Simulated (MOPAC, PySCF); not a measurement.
[Ta(F)(OH)4], neutral singlet in the gas phase. 

Cartesian coordinates (Å):
```xyz
10

Ta    -0.0867    -0.2274    -0.1286
F      0.4301     1.2314     1.0436
O     -1.8738     0.1033     0.4907
H     -2.0515     0.8040     1.1326
O      1.0964    -1.3037     0.9342
H      1.5820    -0.9161     1.6748
O      0.6341     0.8504    -1.5448
H      1.0171     1.7182    -1.3584
O     -0.5861    -1.6426    -1.2631
H     -0.8380    -2.3660    -1.8392
```
Charge 0, multiplicity 1.

All levels are single points at this geometry (r2SCAN-D4/def2-SVP); Pople sets use spherical d functions. Orbital energies aren't observables, and empty levels follow the basis.

SVWN5/6-31G* (LANL2DZ on Ta) in PySCF gives dipole (D) = 0.37.

### Question
Estimate the dipole (D) from each of these levels: B3LYP-D3(BJ)/def2-TZVP in PySCF; PBE-D3(BJ)/def2-TZVP in PySCF; TPSSh-D3(BJ)/def2-TZVP in PySCF; B3LYP/6-311+G** (LANL2DZ on Ta) in PySCF; B3LYP/6-31G* (LANL2DZ on Ta) in PySCF; B3LYP/LANL2DZ in PySCF; BP86/6-31G* (LANL2DZ on Ta) in PySCF; M06-2X/6-31G* (LANL2DZ on Ta) in PySCF; PBE/6-31G* (LANL2DZ on Ta) in PySCF; HF/6-31G* (LANL2DZ on Ta) in PySCF; PM6 in MOPAC; PM7 in MOPAC.

### Answer

```tsv
level	dipole (D)
B3LYP-D3(BJ)/def2-TZVP in PySCF	0.06
PBE-D3(BJ)/def2-TZVP in PySCF	0.03
TPSSh-D3(BJ)/def2-TZVP in PySCF	0.04
B3LYP/6-311+G** (LANL2DZ on Ta) in PySCF	0.05
B3LYP/6-31G* (LANL2DZ on Ta) in PySCF	0.30
B3LYP/LANL2DZ in PySCF	0.51
BP86/6-31G* (LANL2DZ on Ta) in PySCF	0.32
M06-2X/6-31G* (LANL2DZ on Ta) in PySCF	0.36
PBE/6-31G* (LANL2DZ on Ta) in PySCF	0.31
HF/6-31G* (LANL2DZ on Ta) in PySCF	0.46
PM6 in MOPAC	0.84
PM7 in MOPAC	0.47
```
